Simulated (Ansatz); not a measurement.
C4H2ClF, SMILES C(/F)=C(\Cl)C#C.

Coordinates come from a ωB97X-D3(BJ)/def2-SVP optimisation. The structure was generated by enumeration; whether it is a known compound was not checked.

Two levels are set side by side: PBE/def2-SVPD (Ansatz, a quantum-chemistry and plane-wave program) and PBE0/def2-SVPD (Ansatz). Energy differences of separate SCF runs at the same geometry; the states with an electron removed or added have multiplicity 2 and 2. Differences are taken from unrounded values.

| quantity | PBE |
|---|---|
| vertical ionisation energy (eV) | 9.12 |
| vertical singlet–triplet gap (eV) | 3.25 |

Question: These are the PBE values. What does PBE0 give? (The exact figures need the calculation; the answer reports its results.)

Answer: 
```tsv
quantity	PBE0	PBE minus PBE0
vertical ionisation energy (eV)	9.33	-0.21
vertical singlet–triplet gap (eV)	3.26	-0.01
```
